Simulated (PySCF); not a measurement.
C4H4ClN3.
Atom-mapped SMILES: `[CH2:1]=[CH:2][n:3]1[n:4][n:5][cH:6][c:7]1[Cl:8]`

Geometry (GFN2-xTB, Å), atoms numbered from 1 in this order:
```
atom  x, y, z in Å
C1    -2.2555   -0.3557    0.2950
C2    -1.2370    0.3838   -0.1106
N3     0.0849   -0.0358    0.0087
N4     0.4390   -1.2105    0.5348
N5     1.7079   -1.3176    0.5116
C6     2.2496   -0.2130   -0.0335
C7     1.2145    0.6323   -0.3670
Cl8    1.1905    2.1756   -1.0826
H9    -3.2673   -0.0106    0.1924
H10   -2.0896   -1.3217    0.7379
H11   -1.3400    1.3606   -0.5609
H12    3.3042   -0.0883   -0.1519
```

NICS = −σ at a ghost point: NICS(0) at the centroid of the ring atoms, NICS(1) 1 Å to either side along the normal of their mean plane, zz for the tensor component along that normal. Level: GIAO PBE0/pcSseg-1 (PySCF, non-relativistic, gas phase) on the GFN2-xTB geometry, one conformer.

Ring bond lengths (Å), with Mayer bond orders in brackets: N3–N4 1.335 (1.15), N4–N5 1.274 (1.49), N5–C6 1.346 (1.34), C6–C7 1.377 (1.39), C7–N3 1.365 (1.05).

Q: What do the NICS probes read (ppm)?

A: 
```tsv
ring	type	NICS(0)	NICS(1), two faces	NICS(1)zz, two faces	rms pucker (Å)	centre to ring atoms, mean (Å)
N3–N4–N5–C6–C7	5-membered ring with 3 N; formal bonds all aromatic	-10.5	-11.6 / -11.6	-27.8 / -27.8	0.00	1.14
```

Q: What do they say, and how far can they be read as aromaticity?

A: 
- N3–N4–N5–C6–C7: mean NICS(1)zz -27.8 ppm, shielded. The ring is flat and has no four-coordinate atom; by the NICS criterion it is aromatic.

Q: What does the geometric index give? Use HOMA with the parameters of Krygowski (1993).

A: 
- N3–N4–N5–C6–C7: HOMA 0.92; the largest term is that of N4–N5, α(R − Ropt)² = 0.16. The geometric and the magnetic index point the same way.

Q: How shielded are the nuclei of the rings and their hydrogens (means over atoms taken as equivalent)?

A: 
| atoms | environment | σ isotropic (ppm) |
| --- | --- | --- |
| N3 | pyrrole-type nitrogen | -8.8 |
| N4 | pyridine-type nitrogen | -123.0 |
| N5 | pyridine-type nitrogen | -122.9 |
| C6 | aromatic CH next to a ring nitrogen | 51.6 |
| C7 | aromatic C–Cl carbon | 50.1 |
| H12 | aromatic hydrogen | 24.10 |
